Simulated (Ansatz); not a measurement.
Consider the formal hydrolysis of the Hf–I bond: `[OH][Hf]([Cl])([Cl])[I]` + H₂O → `[OH][Hf]([OH])([Cl])[Cl]` + HI.

Isolated molecules relaxed with PBE0-D4/def2-TZVP in Ansatz; ΔE leaves out vibrations. CBS: MP2 limit from def2 TZ/QZ plus the TZ coupled-cluster correction, frozen cores. This one scheme is used for every species. DFT in def2-TZVPP. Elements past krypton have def2 core potentials. For Hf, I outer-core shells are correlated without core-valence functions, which leaves a few kJ/mol of doubt a bond. Each species was taken in one conformer, which may not be the lowest.

`[OH][Hf]([Cl])([Cl])[I]`:

Cartesian coordinates in Å:
```
O 0.130 1.472 -0.241
Hf 0.017 -0.386 0.016
Cl -0.520 -1.406 -2.012
Cl 2.079 -1.180 0.767
I -1.903 -0.911 1.854
H 0.198 2.411 -0.384
```

H₂O:

```xyz
3

O    -0.174   -0.147    0.315
H    -0.469    0.590   -0.223
H     0.643   -0.442   -0.092
```

`[OH][Hf]([OH])([Cl])[Cl]`:

```xyz
7

O     1.692    0.102   -0.054
Hf   -0.159   -0.210   -0.322
O    -1.185    0.564    1.073
Cl   -0.807    0.754   -2.373
Cl   -0.546   -2.535   -0.355
H     2.579    0.333    0.203
H    -1.574    0.992    1.828
```

HI:

```xyz
2

I    -0.201    0.180    0.758
H     0.201   -0.180   -0.758
```

```json
{"level": "r2SCANh-D4", "ΔE (kJ/mol)": "15.1"}
{"level": "MP2/CBS(def2)", "ΔE (kJ/mol)": "31.8"}
```

Q: What does CCSD(T)/CBS give? (Estimate.)

A: The calculation gave: +20.2 kJ/mol. The listed levels differ from it by -5.1, 11.6 kJ/mol.

Largest T1 diagnostic among the species: 0.014.

From BLYP to BHLYP (50 % exact exchange), in def2-TZVPP and without D4, ΔE moves by +7.1 kJ/mol. The D4 term adds +5.5 kJ/mol with B3LYP and +3.2 kJ/mol with PBE0; it sums over pairs of atoms, weighted by their polarisabilities, and B3LYP, whose exchange is more repulsive, gets the larger term. In def2-TZVPP, CCSD(T) changes the Hartree–Fock value by +5.7 kJ/mol (the triples alone add +3.9 kJ/mol) and MP2 by +17.3 kJ/mol.

B3LYP here is the variant with VWN-RPA as its local correlation; programs differ in this.
